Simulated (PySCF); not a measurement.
**Structure elucidation problem**

An unknown has the formula C₅H₆F₃N. Its calculated NMR data are:

$^{1}$H NMR (600 MHz, computed): δ 6.76 (qt, J = 2.2, 1.8 Hz, 1H), 4.25 (ddq, J = 4.1, 1.6, 1.5 Hz, 1H), 2.78 (m, 1H), 1.82 (dqt, J = 16.1, 4.3, 1.7 Hz, 1H), 0.93 (br s, 2H).

$^{13}$C{$^{1}$H} NMR (computed): δ 149.3 (C, q, J = 36.1 Hz), 148.2 (CH, q, J = 5.0 Hz), 128.9 (C, q, J = 335.6 Hz), 58.3 (CH, q, J = 1.9 Hz), 44.6 (CH2).

PySCF calculation with NMR shieldings at PBE0/pcSseg-1/GIAO, J: B3LYP/pcJ-1 (spin–dipole term only in couplings to heteroatoms) and structure optimised with GFN2-xTB; relativity neglected, isolated molecule, averaged over atoms made equivalent by symmetry, fast rotation or ring inversion, one conformer.

Scale: $^{1}$H and $^{13}$C vs TMS (reference shieldings calculated alike).

Q: Which of these isomers gave the spectra?
A. N[C@@H]1CC=C1C(F)(F)F
B. C#C[C@](C)(N)C(F)(F)F
C. [H]/N=C1\CC[C@H]1C(F)(F)F

A: A. 

- Rings plus π bonds: 2 (1 ring in the answer).
- 5 carbon signals for 5 carbons: no two carbons are equivalent.
- Carbon types of the structure: 2 × C, 2 × CH, 1 × CH2, leaving 2 H on heteroatoms.
- δC 149.3: fully substituted alkene carbon; as expected for a trigonal carbon in a double bond.
- δC 148.2: alkene CH; as expected for a trigonal carbon in a double bond.
- δC 128.9: CF3 carbon; 3 electronegative neighbours deshield it.
- δC 58.3: allylic sp3 CH bonded to N; the inductive effect lowers its shielding.
- δH 4.25: hydrogen on an allylic sp3 CH bonded to N; its carbon carries N, an electronegative neighbour.

The others: [H]/N=C1\CC[C@H]1C(F)(F)F would give 5 signals for carbon-bound and other non-exchanging H, not 4; C#C[C@](C)(N)C(F)(F)F would give 2 signals for carbon-bound and other non-exchanging H, not 4.

Exchangeable OH/NH protons stand at their gas-phase positions; hydrogen bonding in a real sample shifts them, mostly to higher δ. C–F couplings over four or more bonds (about 3 Hz to the para carbon of a fluoroarene) are left out. Common functionals overestimate the size of one-bond C–F couplings by tens of Hz; these are unscaled. Splittings below 1 Hz are ignored in the labels, and close J values are merged. Unscaled 3J(H,H) at this level run about 10 % above measured values. Shifts are as computed. Against solution values, carbons near 30 ppm lie about +3 ppm off and those near 130 ppm about +5 ppm. Of 1211 compounds with measured shifts, 218 miss one by over three times the rms of a fit or turn the order of signals round; such compounds aren't used in these exercises. Couplings to exchangeable protons are dropped.
